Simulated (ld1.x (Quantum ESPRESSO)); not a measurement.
Transferability test, TM potential for arsenic

arsenic (As), norm-conserving Troullier–Martins (Kleinman–Bylander form), made with ld1.x (Quantum ESPRESSO) 7.5 (LDA (PZ), scalar-relativistic). Core [Ar] 3d10, reference 4s1 4p4. Waves: 4s (bound): rc 1.50 bohr; 4p (bound): rc 2.15 bohr. Local part: all-electron potential smoothed inside 1.20 bohr (lloc = -2). Core correction: none.

Energies are relative to the spin-unpolarised reference configuration 4s1 4p4; without spin polarisation the order of configurations can differ from experiment. Spin-polarised rows fill each open shell by Hund’s rule, majority spin first.

(1) Give the all-electron excitation energy and the error of the potential for: 4s2 4p3; 4s2 4p2; 4s2 4p1; 4s0 4p5; 4s1 4p3; 4s2 4p2.5; 4s2 4p3.3; 4s1 4p4 (spin-polarised); 4s2 4p3 (spin-polarised).

Levels in the configuration 4s2 4p1:

```csv
level,all-electron (eV),pseudo (eV)
4s,-33.777,-33.743
4p,-22.958,-22.924
```

Answers

(1)

| valence configuration | charge | ΔE all-electron (eV) | error AE − PS (meV) |
| --- | --- | --- | --- |
| 4s2 4p3 | 0 | -9.483 | +11 |
| 4s2 4p2 | +1 | -0.157 | +8.1 |
| 4s2 4p1 | +2 | 18.005 | +21 |
| 4s0 4p5 | 0 | 9.723 | +11 |
| 4s1 4p3 | +1 | 10.004 | +4.6 |
| 4s2 4p2.5 | +0.5 | -5.846 | +8.8 |
| 4s2 4p3.3 | -0.3 | -10.761 | +12 |
| 4s1 4p4 (spin-polarised) | 0 | -1.477 | +421 |
| 4s2 4p3 (spin-polarised) | 0 | -10.807 | +186 |
